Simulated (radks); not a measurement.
Q: All-electron atom: Cs3+ in [Kr] 4d9 5s2 5p4 6s1 (not the ground configuration). Method: Dirac Kohn-Sham, LDA (Slater exchange, Perdew-Wang correlation), spin-unpolarised, spherical densities, finite nucleus; open shells are shared between the two j in proportion to 2j + 1; Fermi nuclear charge, rms radius 4.8041 fm; computed with a radial shooting solver on a logarithmic mesh with Libxc functionals. Some entries of the table are withheld. Estimate them.

| orbital | occ. | eigenvalue (hartree) | <r^2> (bohr^2) |
|---|---|---|---|
| 1s1/2 | 2 | -1314.794 | 0.0009266 |
| 2s1/2 | 2 | -207.6865 | 0.01479 |
| 2p1/2 | 2 | -195.5935 | 0.01089 |
| 2p3/2 | 4 | -182.6652 | 0.01217 |
| 3s1/2 | 2 | (1) | 0.1023 |
| 3p1/2 | 2 | (2) | (3) |
| 3p3/2 | 4 | (4) | (5) |
| 3d3/2 | 4 | -28.04170 | 0.08709 |
| 3d5/2 | 6 | -27.51458 | 0.08934 |
| 4s1/2 | 2 | -9.68382 | (6) |
| 4p1/2 | 2 | -7.85615 | (7) |
| 4p3/2 | 4 | -7.33674 | (8) |
| 4d3/2 | 3.6 | -4.34586 | 0.7690 |
| 4d5/2 | 5.4 | -4.25768 | 0.7871 |
| 5s1/2 | 2 | -2.24267 | 2.898 |
| 5p1/2 | 1.33333 | -1.72958 | 3.563 |
| 5p3/2 | 2.66667 | -1.64403 | 3.826 |
| 6s1/2 | 1 | (9) | 13.36 |

A: 
(1) 3s1/2 eigenvalue (hartree): -44.51116
(2) 3p1/2 eigenvalue (hartree): -39.44901
(3) 3p1/2 <r^2> (bohr^2): 0.09699
(4) 3p3/2 eigenvalue (hartree): -36.97050
(5) 3p3/2 <r^2> (bohr^2): 0.1049
(6) 4s1/2 <r^2> (bohr^2): 0.5391
(7) 4p1/2 <r^2> (bohr^2): 0.5817
(8) 4p3/2 <r^2> (bohr^2): 0.6261
(9) 6s1/2 eigenvalue (hartree): -0.79634
